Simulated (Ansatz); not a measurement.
Calculated with Ansatz (gas phase, PBE0-D4/def2-TZVP geometries, no zero-point term in ΔE). CBS: MP2 limit from def2 TZ/QZ plus the TZ coupled-cluster correction, frozen cores. This one scheme is used for every species. def2 core potentials past Kr. For Sn outer-core shells are correlated without core-valence functions, which leaves a few kJ/mol of doubt a bond. One conformer a species, not always the lowest.

Reaction (ligand exchange at the Sn–C bond): `C[CH2][SnH2][F]` + H₂S → `[F][SnH2][SH]` + `CC`

```
          species  CCSD(T)/def2-TZVPP energy (Eh)
`C[CH2][SnH2][F]`                      -393.69233
              H₂S                      -398.93111
  `[F][SnH2][SH]`                      -712.97734
             `CC`                       -79.67544
```

Question: Work out ΔE.

Answer: ΔE = (-712.97734) + (-79.67544) − (-393.69233) − (-398.93111) = -0.02934 Eh = -77.0 kJ/mol. CCSD(T)/CBS gives -80.4 kJ/mol.

Largest T1 diagnostic among the species: 0.013.

In def2-TZVPP, CCSD(T) changes the Hartree–Fock value by +17.7 kJ/mol (the triples alone add +0.6 kJ/mol) and MP2 by +16.2 kJ/mol. The D4 term adds +3.6 kJ/mol with B3LYP and +2.1 kJ/mol with PBE0; it sums over pairs of atoms, weighted by their polarisabilities, and B3LYP, whose exchange is more repulsive, gets the larger term.

B3LYP here is the variant with VWN-RPA as its local correlation; programs differ in this.
